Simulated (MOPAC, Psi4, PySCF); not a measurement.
Torsional profile of SMILES C(/C)=C/F (C₃H₅F). Scanned: dihedral H5–C1–C2–C3; all other coordinates were relaxed at B3LYP-D3(BJ)/def2-SVP. Heavy atoms are numbered in the order of the SMILES C/C=C\F, hydrogens after them in the order of the atoms that carry them; the mirror image has the same energies with the sign of each dihedral reversed.

PM3, restricted, heats of formation // B3LYP-D3(BJ)/def2-SVP (MOPAC); RHF/6-31G* = restricted Hartree-Fock/6-31G*, spherical d // B3LYP-D3(BJ)/def2-SVP in PySCF; RKS-B3LYP/6-31G* = restricted B3LYP/6-31G*, spherical d // B3LYP-D3(BJ)/def2-SVP in PySCF 2.14.0; MP2/cc-pVTZ = DF-MP2 (frozen core)/cc-pVTZ // B3LYP-D3(BJ)/def2-SVP (Psi4 1.11).

Energies relative to the lowest point of each profile, in kJ/mol; the last columns give the difference from MP2:

```tsv
φ / °	PM3	RHF/6-31G*	RKS-B3LYP/6-31G*	MP2/cc-pVTZ	PM3 − MP2/cc-pVTZ	RHF/6-31G* − MP2/cc-pVTZ	RKS-B3LYP/6-31G* − MP2/cc-pVTZ
0	0.00	0.00	0.00	0.00	0.00	0.00	0.00
10	0.10	0.34	0.32	0.27	-0.17	0.06	0.05
20	0.34	1.30	1.25	1.09	-0.75	0.21	0.16
30	0.71	2.64	2.57	2.24	-1.53	0.40	0.33
40	1.14	4.01	3.92	3.44	-2.30	0.56	0.48
50	1.52	5.04	4.93	4.37	-2.85	0.68	0.56
60	1.56	5.46	5.34	4.68	-3.12	0.78	0.67
70	1.52	5.07	4.91	4.34	-2.81	0.73	0.57
80	1.21	4.01	3.85	3.39	-2.18	0.62	0.47
90	0.78	2.65	2.53	2.21	-1.43	0.44	0.32
100	0.41	1.33	1.25	1.09	-0.68	0.24	0.16
110	0.13	0.36	0.34	0.30	-0.16	0.07	0.04
```

PM3 is furthest from MP2/cc-pVTZ at 60 (-3.12 kJ/mol, below); its mean absolute difference over the points is 1.50 kJ/mol.

RHF/6-31G* is furthest from MP2/cc-pVTZ at 60 (0.78 kJ/mol, above); its mean absolute difference over the points is 0.40 kJ/mol.

RKS-B3LYP/6-31G* is furthest from MP2/cc-pVTZ at 60 (0.67 kJ/mol, above); its mean absolute difference over the points is 0.32 kJ/mol.
